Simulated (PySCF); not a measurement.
PySCF 2.14 output of an unrestricted LDA calculation on a single atom or ion in x2c-TZVPPall with one added diffuse shell each of s, p, d type (7s6p5d1f, 57 functions), with scalar relativity by spin-free X2C-1e:

```
SCF conv_tol = 1e-09
number electrons alpha = 18  beta = 14
    P. A. M. Dirac.,  Math. Proc. Cambridge Philos. Soc. 26, 376 (1930)
    F. Bloch.,  Z. Phys. 57, 545 (1929)
    S. H. Vosko, L. Wilk, and M. Nusair.,  Can. J. Phys. 58, 1200 (1980)
cycle= 1 E= -2095.19627401512  delta_E= -0.00965  |g|= 0.276  |ddm|= 0.237
cycle= 2 E= -2095.189376571  delta_E= 0.0069  |g|= 0.356  |ddm|=  0.2
cycle= 3 E= -2095.20517360564  delta_E= -0.0158  |g|= 0.00639  |ddm|= 0.125
cycle= 4 E= -2095.20518823493  delta_E= -1.46e-05  |g|= 0.000209  |ddm|= 0.00896
cycle= 5 E= -2095.2051882723  delta_E= -3.74e-08  |g|= 1.84e-05  |ddm|= 0.000481
cycle= 6 E= -2095.20518827238  delta_E= -7.64e-11  |g|= 5.96e-07  |ddm|= 1.95e-05
converged SCF energy = -2095.20518827238  <S^2> = 6.0013769  2S+1 = 5.0005507
```

The run itself started from symmetry-adapted Hartree-Fock orbitals and held the occupation by maximum overlap, on a logarithmic radial grid, so the iterations belong to that start.

**Question.** Which element, charge and spin multiplicity is this?

**Answer.** Ge (germanium, neutral), multiplicity 5; the state was [Ar] 3d10 4s1 4p3, high-spin 5S determinant (an excited configuration).
